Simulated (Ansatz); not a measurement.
# Two structures, one formula

The two ends of one reaction step of GeNH$_{5}$O, closed shell (PBE0-D4/def2-TZVP).

A:

| atom | x (Å) | y (Å) | z (Å) |
| --- | --- | --- | --- |
| Ge1 | -1.1154 | 0.1263 | 0.0394 |
| N2 | 1.0118 | -0.0991 | -0.0130 |
| O3 | -1.4536 | -0.7630 | -1.3149 |
| H4 | 1.0455 | -0.6733 | -0.8541 |
| H5 | -1.1355 | 1.6792 | 0.0672 |
| H6 | -1.3216 | -0.4070 | 1.4836 |
| H7 | 1.4236 | -0.6128 | 0.7585 |
| H8 | 1.5452 | 0.7498 | -0.1669 |

B:

```tsv
atom	x (Å)	y (Å)	z (Å)
Ge1	-0.6066	0.1494	0.1658
N2	1.2209	0.1617	0.2640
O3	-1.0592	-1.0365	-1.0788
H4	-0.4792	-0.9700	-1.8417
H5	-1.0217	1.5782	-0.2325
H6	-1.3419	-0.3648	1.4136
H7	1.6486	-0.5684	0.8142
H8	1.6390	1.0506	0.4954
```

Program: Ansatz 0.2.0. Basis: def2-TZVPP. Cores are frozen in the correlated methods. Filled d shells of the heavier atoms are correlated. The def2 sets are not built for correlating such inner shells, so the correlated values are less sure here. B3LYP uses VWN-RPA correlation.

(1) Which structure is lower at CCSD(T), and by how much? (An estimate is asked for; the value comes from the calculation.)

No T1 diagnostic of these runs exceeds 0.017.

## Answers

(1) Computed: B, by 137.1 kJ/mol (electronic energy, against the other). By their contacts, A is GeNH₅O ([NH3][GeH2][O]) and B is GeNH₅O ([NH2][GeH2][OH]).

All methods give the same order:

```tsv
method	E(B) − E(A) (kJ/mol)
SPW92	-121.4
PBE-D4	-112.3
BLYP-D4	-108.1
r2SCAN-D4	-126.0
B97M-V	-125.0
PBE0-D4	-133.5
B3LYP-D4	-126.6
r2SCAN0-D4	-141.5
BHLYP-D4	-148.2
CAM-B3LYP-D4	-137.7
wB97X-V	-139.7
wB97M-V	-137.9
B2PLYP	-127.4
PBE-QIDH	-141.2
RPA on PBE	-131.0
HF	-169.0
MP2	-132.6
CCSD	-145.2
CCSD(T)	-137.1
```

Labels in which every atom is bracketed show which atoms are joined, not bond orders.

For scale, one of the runs: CCSD(T)/def2-TZVPP, 180 basis functions, launched by `ansatz run in.yaml --threads 4 --pin off --events-out ev --progress --plain --max-ram 9574MiB`. The run took 42 s on 4 CPU threads of an Arm Neoverse V1 (shared host), with 1.8 GiB of host memory at its peak.
